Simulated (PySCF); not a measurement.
PySCF input (M06-2X/LANL2DZ):

```python
from pyscf import gto, dft

mol = gto.M(
    atom='''
    Cs   -0.00000000   -0.00000000   -1.65715595
    I     0.00000000    0.00000000    1.71969014
    ''',
    basis='lanl2dz',
    ecp='lanl2dz',
    charge=1,
    spin=1,
    symmetry='C2v',
    verbose=4,
)

mf = dft.UKS(mol, xc='m062x')
mf.grids.level = 4
mf.conv_tol = 1e-9
mf.max_cycle = 100
mf.max_memory = 1500
mf.kernel()
if not mf.converged:
    mf = mf.newton()
    mf.kernel(mf.make_rdm1())
mf.dip_moment()
```

Output:

```
PySCF version 2.14.0

[INPUT] verbose = 4
[INPUT] num. atoms = 2
[INPUT] num. electrons = 15
[INPUT] charge = 1
[INPUT] spin (= nelec alpha-beta = 2S) = 1
[INPUT] symmetry C2v subgroup None
[INPUT] Mole.unit = angstrom
[INPUT] Symbol           X                Y                Z      unit          X                Y                Z       unit  Magmom
[INPUT]  1 Cs     0.000000000000   0.000000000000  -1.657155950000 AA    0.000000000000   0.000000000000  -3.131570891193 Bohr   0.0
[INPUT]  2 I      0.000000000000   0.000000000000   1.719690140000 AA    0.000000000000   0.000000000000   3.249743383715 Bohr   0.0

nuclear repulsion = 9.87257440802107
point group symmetry = Coov, use subgroup C2v
symmetry origin: [0.000000e+00 0.000000e+00 2.974569e-09]
symmetry axis x: [1. 0. 0.]
symmetry axis y: [0. 1. 0.]
symmetry axis z: [0. 0. 1.]
num. orbitals of irrep A1 = 10
num. orbitals of irrep B1 = 5
num. orbitals of irrep B2 = 5
number of shells = 9
number of NR pGTOs = 35
number of NR cGTOs = 20
basis = lanl2dz
ecp = lanl2dz

******** <class 'pyscf.dft.uks_symm.SymAdaptedUKS'> ********
method = SymAdaptedUKS
initial guess = minao
damping factor = 0
level_shift factor = 0
DIIS = <class 'pyscf.scf.diis.CDIIS'>
diis_start_cycle = 1
diis_space = 8
diis_damp = 0
SCF conv_tol = 1e-09
SCF conv_tol_grad = None
SCF max_cycles = 100
direct_scf = True
direct_scf_tol = 1e-13
number electrons alpha = 8  beta = 7
XC library pyscf.dft.libxc version 7.1.2
    S. Lehtola, C. Steigemann, M. J. T. Oliveira, and M. A. L. Marques,  SoftwareX 7, 1–5 (2018)
XC functionals = m062x
    Y. Zhao and D. G. Truhlar,  Theor. Chem. Acc. 120, 215 (2008)
    Y. Zhao and D. G. Truhlar,  Theor. Chem. Acc. 120, 215 (2008)
radial grids:
    Treutler-Ahlrichs [JCP 102, 346 (1995); DOI:10.1063/1.469408] (M4) radial grids

becke partition: Becke, JCP 88, 2547 (1988); DOI:10.1063/1.454033
pruning grids: <function nwchem_prune>
grids dens level: 4
symmetrized grids: C2v
atomic radii adjust function: <function treutler_atomic_radii_adjust>
small_rho_cutoff = 0
Freeze 0 electrons in irreps []
    15 free electrons in irreps A1 B1 B2
Set gradient conv threshold to 3.16228e-05
tot grids = 66048
init E= -28.1004341809273
alpha HOMO (A1) = -0.1076086611536  LUMO (A1) = -0.028856726761479
beta  HOMO (B2) = -0.108561070794115  LUMO (A1) = -0.1076086611536

WARN: HOMO -0.1076086611536 >= LUMO -0.1076086611536

WARN: alpha-A1 HOMO -0.1076086611536 > system LUMO -0.1076086611536

WARN: alpha-B1 HOMO -0.108561070794116 > system LUMO -0.1076086611536

WARN: alpha-B2 HOMO -0.108561070794115 > system LUMO -0.1076086611536

WARN: beta-A1 LUMO -0.1076086611536 < system HOMO -0.1076086611536

WARN: beta-B1 HOMO -0.108561070794116 > system LUMO -0.1076086611536

WARN: beta-B2 HOMO -0.108561070794115 > system LUMO -0.1076086611536

cycle= 1 E= -30.8714275458482  delta_E= -2.77  |g|= 0.26  |ddm|= 2.63
alpha HOMO (B1) = -0.570905681373564  LUMO (A1) = -0.164180782387966
beta  HOMO (B1) = -0.557869975487217  LUMO (A1) = -0.431492446125123
  HOMO = -0.557869975487  LUMO = -0.431492446125  gap/eV = 3.43891
cycle= 2 E= -30.951696807904  delta_E= -0.0803  |g|= 0.0593  |ddm|= 0.661
alpha HOMO (B2) = -0.483452173239872  LUMO (A1) = -0.168869780913354
beta  HOMO (B2) = -0.470381068970194  LUMO (A1) = -0.335451279736579
  HOMO = -0.47038106897  LUMO = -0.335451279737  gap/eV = 3.67163
cycle= 3 E= -30.9553872153331  delta_E= -0.00369  |g|= 0.00364  |ddm|= 0.13
alpha HOMO (B1) = -0.484475710780624  LUMO (A1) = -0.170845793546312
beta  HOMO (B1) = -0.470474454827525  LUMO (A1) = -0.334793685884945
  HOMO = -0.470474454828  LUMO = -0.334793685885  gap/eV = 3.69206
cycle= 4 E= -30.9554207379511  delta_E= -3.35e-05  |g|= 0.000571  |ddm|= 0.0108
alpha HOMO (B1) = -0.48457799814095  LUMO (A1) = -0.170420480911522
beta  HOMO (B1) = -0.470432306839797  LUMO (A1) = -0.334813393075549
  HOMO = -0.47043230684  LUMO = -0.334813393076  gap/eV = 3.69038
cycle= 5 E= -30.955421567787  delta_E= -8.3e-07  |g|= 3.82e-05  |ddm|= 0.00201
alpha HOMO (B2) = -0.484578886753782  LUMO (A1) = -0.1704346790417
beta  HOMO (B1) = -0.470416887157437  LUMO (A1) = -0.334801036262682
  HOMO = -0.470416887157  LUMO = -0.334801036263  gap/eV = 3.69030
cycle= 6 E= -30.9554215706412  delta_E= -2.85e-09  |g|= 3.51e-06  |ddm|= 0.000124
alpha HOMO (B2) = -0.484580304367512  LUMO (A1) = -0.170431984971209
beta  HOMO (B2) = -0.470416734569152  LUMO (A1) = -0.334802050379129
  HOMO = -0.470416734569  LUMO = -0.334802050379  gap/eV = 3.69026
cycle= 7 E= -30.9554215706649  delta_E= -2.37e-11  |g|= 3.31e-07  |ddm|= 1.19e-05
alpha HOMO (B2) = -0.484580299517567  LUMO (A1) = -0.170431977230865
beta  HOMO (B2) = -0.470416602210835  LUMO (A1) = -0.33480194213125
  HOMO = -0.470416602211  LUMO = -0.334801942131  gap/eV = 3.69026
Extra cycle  E= -30.9554215706652  delta_E= -2.27e-13  |g|= 7.8e-08  |ddm|= 8.81e-07
converged SCF energy = -30.9554215706652  <S^2> = 0.75031242  2S+1 = 2.0003124

WARN: System has nonzero charge 1; the dipole moment is origin-dependent.
Location of origin: [0. 0. 0.]

Dipole moment(X, Y, Z, Debye):  0.00000,  0.00000, -7.59466
```

The dipole moment of an ion depends on the origin.

The geometry given is a B3LYP-D3(BJ)/def2-TZVP minimum of the species of charge 0 and multiplicity 1, not of this state.
